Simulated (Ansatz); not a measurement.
Basis-set extrapolation for `N=C1C[SiH2]1` (PBE0-D4/def2-TZVP geometry, frozen core, Ansatz). Multiplicity 1, RHF reference.

|  | def2-TZVPP | def2-QZVPP |
| --- | --- | --- |
| HF | -421.999881 | -422.014802 |
| MP2 correlation | -0.646654 | -0.689858 |
| CCSD(T) correlation | -0.712557 | not run |

Energies in hartree. Use E(X) = E(∞) + A·exp(−7.88·√X) for Hartree–Fock and E(X) = E(∞) + B·X^(−2.97) for correlation, with X = 3 and 4, and add CCSD(T) minus MP2 of the smaller set to the MP2 limit.

What is the CCSD(T) energy at the basis-set limit?

HF limit: -422.014802 + (-0.014921) × 0.13774 = -422.01686. MP2 limit: -0.689858 + (-0.043204) × 0.74074 = -0.72186. Higher-order term: -0.712557 − (-0.646654) = -0.06590. Total: -422.80462 hartree, 57.8 kcal/mol below CCSD(T)/def2-TZVPP.
